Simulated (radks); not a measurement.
The oxygen anion O2-, [Ne], held by a Watson sphere: a shell of charge +2 at radius R that stands for the Madelung well of a crystal (potential energy -2/R inside, -2/r outside, in hartree with lengths in bohr). Method: scalar-relativistic Kohn-Sham, PBEsol, spin-polarised, spherical densities, point nucleus; computed with a radial shooting solver on a logarithmic mesh with Libxc functionals. Response by self-consistent Sternheimer equations with the Hartree and adiabatic LDA kernel, the relativistic mass of each level held fixed and spin-orbit coupling left out. The sphere does not respond.

[
 {"R (bohr)": "1.66", "e(1s) (eV)": "-506.51", "e(2s) (eV)": "-23.640", "e(2p) (eV)": "-9.001", "<r> 2p (bohr)": "1.406", "sum of <r^2> (bohr^2)": "19.27", "X-ray form factor at sin(theta)/lambda = 0.1 1/angstrom": "8.746", "alpha (bohr^3)": "10.39"},
 {"R (bohr)": "2.03", "e(1s) (eV)": "-506.65", "e(2s) (eV)": "-21.825", "e(2p) (eV)": "-7.595", "<r> 2p (bohr)": "1.498", "sum of <r^2> (bohr^2)": "21.89", "X-ray form factor at sin(theta)/lambda = 0.1 1/angstrom": "8.609", "alpha (bohr^3)": "15.07"},
 {"R (bohr)": "2.2", "e(1s) (eV)": "-506.58", "e(2s) (eV)": "-21.122", "e(2p) (eV)": "-7.016", "<r> 2p (bohr)": "1.537", "sum of <r^2> (bohr^2)": "23.08", "X-ray form factor at sin(theta)/lambda = 0.1 1/angstrom": "8.551", "alpha (bohr^3)": "17.84"},
 {"R (bohr)": "2.91", "e(1s) (eV)": "-505.96", "e(2s) (eV)": "-18.929", "e(2p) (eV)": "-5.056", "<r> 2p (bohr)": "1.686", "sum of <r^2> (bohr^2)": "28.11", "X-ray form factor at sin(theta)/lambda = 0.1 1/angstrom": "8.337", "alpha (bohr^3)": "35.17"},
 {"R (bohr)": "2.95", "e(1s) (eV)": "-505.91", "e(2s) (eV)": "-18.835", "e(2p) (eV)": "-4.966", "<r> 2p (bohr)": "1.694", "sum of <r^2> (bohr^2)": "28.40", "X-ray form factor at sin(theta)/lambda = 0.1 1/angstrom": "8.326", "alpha (bohr^3)": "36.50"},
 {"R (bohr)": "3.06", "e(1s) (eV)": "-505.80", "e(2s) (eV)": "-18.589", "e(2p) (eV)": "-4.729", "<r> 2p (bohr)": "1.715", "sum of <r^2> (bohr^2)": "29.21", "X-ray form factor at sin(theta)/lambda = 0.1 1/angstrom": "8.297", "alpha (bohr^3)": "40.39"},
 {"R (bohr)": "3.2", "e(1s) (eV)": "-505.66", "e(2s) (eV)": "-18.301", "e(2p) (eV)": "-4.446", "<r> 2p (bohr)": "1.741", "sum of <r^2> (bohr^2)": "30.26", "X-ray form factor at sin(theta)/lambda = 0.1 1/angstrom": "8.261", "alpha (bohr^3)": "45.90"},
 {"R (bohr)": "3.81", "e(1s) (eV)": "-505.10", "e(2s) (eV)": "-17.323", "e(2p) (eV)": "-3.443", "<r> 2p (bohr)": "1.851", "sum of <r^2> (bohr^2)": "35.09", "X-ray form factor at sin(theta)/lambda = 0.1 1/angstrom": "8.118", "alpha (bohr^3)": "79.00"}
]
